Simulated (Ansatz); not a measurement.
A set of 12 reactions (redistribution), with CCSD(T)/CBS values in kJ/mol:

```
                                                                                      reaction     ΔE
   `[SiH3][O][GeH2][SiH3]` + `F[SiH](F)[SiH3]` → `F[SiH]([SiH3])[SiH3]` + `[F][GeH2][O][SiH3]`   91.3
   `[F][Sn][Cl]` + `[NH]=[V]([NH2])([NH2])[OH]` → `[NH2][Sn][F]` + `[NH]=[V]([NH2])([OH])[Cl]`   -0.5
                                      `Cl[SiH2][SbH2]` + `CB(O)S` → `C[SiH](Cl)[SbH2]` + `OBS`   -3.9
                               `C[SiH](Cl)C#CO` + `C[SiH2]BO` → `C[SiH2][SiH](C)Cl` + `OBC#CO`  -34.0
`[GeH3][SiH2][GeH2][GeH3]` + `[OH][GeH2][SiH3]` → `[SiH3][GeH2][GeH2][GeH3]` + `O[SiH2][GeH3]`  -78.7
                          `C[CH2][Ge][O]C` + `N[Si](N)(O)F` → `C[O][Ge][OH]` + `CC[Si](N)(N)F`    6.1
                     `CB[SiH]([SiH3])Cl` + `[CH3][InH2]` → `B[SiH]([SiH3])Cl` + `C[CH2][InH2]`   69.5
                      `[NH2][Al]([OH])[CH]=O` + `CB(C)C` → `[CH3][Al]([NH2])[CH]=O` + `CB(C)O`   -1.2
             `N[Si](O)(O)[TeH]` + `C=[C]([GeH3])C=O` → `C=[C]([GeH3])[TeH]` + `N[Si](O)(O)C=O`  114.8
               `[F][InH2]` + `[F][Sc]([Cl])[O][SiH3]` → `[SiH3][O][InH2]` + `[F][Sc]([F])[Cl]`   -3.1
         `F[SiH2]S[SiH2]Cl` + `CO[SiH2]S[SiH](F)F` → `F[SiH](F)S[SiH2]Cl` + `CO[SiH2]S[SiH2]F`    5.0
                       `CB[SiH2]S` + `NC([SiH3])[SiH2]Cl` → `CB[SiH2][SiH2]Cl` + `NC([SiH3])S`   90.1
```

Program: Ansatz. Geometries: PBE0-D4/def2-TZVP. ΔE: electronic, gas phase. CCSD(T)/CBS is the MP2 limit (def2-TZVPP, def2-QZVPP) plus CCSD(T) − MP2 in def2-TZVPP, frozen cores. DFT in def2-TZVPP. B3LYP here is the variant with VWN-RPA as its local correlation; programs differ in this. def2 core potentials past Kr. For Ge, In, Sb, Sc, Sn, Te, V outer-core shells are correlated without core-valence functions, which leaves a few kJ/mol of doubt a bond. Scalar relativity is left out up to krypton. One conformer a species, not always the lowest.

Problem. Give the mean, mean absolute and largest difference (level minus CCSD(T)/CBS, kJ/mol) for: PBE-D4, PBE0-D4, B3LYP-D4, ωB97X-V, ωB97M-V, PBE, PBE0, B3LYP, SCS-MP2/def2-TZVPP, CCSD/def2-TZVPP, HF/def2-QZVPP, SCS-MP2/def2-QZVPP, HF/CBS(def2), CCSD/CBS(def2). (Estimate.)

Solution. The calculation gave: 
```
             level  mean  mean absolute  largest
            PBE-D4  -3.4            7.8    -13.2
           PBE0-D4  -1.3            5.8     12.3
          B3LYP-D4  -1.3            3.2     -7.5
           ωB97X-V  -1.1            3.5     -8.6
           ωB97M-V  -0.3            2.9     -6.9
               PBE  -3.0            7.7    -14.3
              PBE0  -1.0            5.7     12.6
             B3LYP  -0.7            3.1     -5.8
SCS-MP2/def2-TZVPP  -2.0            4.1    -21.1
   CCSD/def2-TZVPP  -0.5            1.9     -5.0
     HF/def2-QZVPP   3.0            5.0     10.9
SCS-MP2/def2-QZVPP  -1.2            3.4    -17.0
      HF/CBS(def2)   3.0            5.0     10.7
    CCSD/CBS(def2)   0.9            1.4      2.7
```

The largest T1 diagnostic in the set is 0.030, for `[NH]=[V]([NH2])([OH])[Cl]` (customary mark 0.02).

CCSD(T)/CBS is a level of theory with its own doubt, and the functionals carry their triple-zeta basis error, so these figures describe this set and don't rank the functionals.
